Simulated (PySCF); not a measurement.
C₆ coefficients of unlike pairs at BP86

Calculated with PySCF 2.14 from the dipole response of each species, C₆(A,B) = (3/π) ∫ α_A(iu) α_B(iu) du, in atomic units, from isotropic polarisabilities. For ions this is the dispersion term alone; charge-induced terms of lower order in 1/R come first.

| species | configuration | basis | relativity | α (bohr³) | C₆ (like pair) |
| --- | --- | --- | --- | --- | --- |
| V³⁺ | [Ar] 3d2 (3F) | aug-cc-pVTZ with one added diffuse shell each of s, p, d, f, g type (9s8p6d4f3g) | none | 2.264 | 5.759 |
| Ru²⁺ | [Kr] 4d6 (5D) | aug-cc-pwCVTZ-PP with ECP28MDF (8s8p7d4f3g) | core potential | 8.702 | 46.74 |
| Hg | [Xe] 4f14 5d10 6s2 (1S) | x2c-TZVPPall with one added diffuse shell each of s, p, d, f type (12s8p8d4f1g) | spin-free X2C | 33.98 | 329.5 |
| Si³⁺ | [Ne] 3s1 (2S) | x2c-QZVPPall with one added diffuse shell each of s, p, d, f type (10s7p5d3f1g) | spin-free X2C | 6.944 | 12.92 |

Question: Estimate C₆ for Hg with V³⁺.

Answer: The integral gives 37.91. The combination rule 2 C_A C_B / (C_A α_B/α_A + C_B α_A/α_B) gives 35.01 and the geometric mean 43.56.

No spin-orbit coupling is included.

The other pairs:

```tsv
pair	C₆
Si³⁺, Hg	64.77
Si³⁺, Ru²⁺	22.55
Hg, Ru²⁺	118.5
Ru²⁺, V³⁺	15.94
Si³⁺, V³⁺	7.011
```
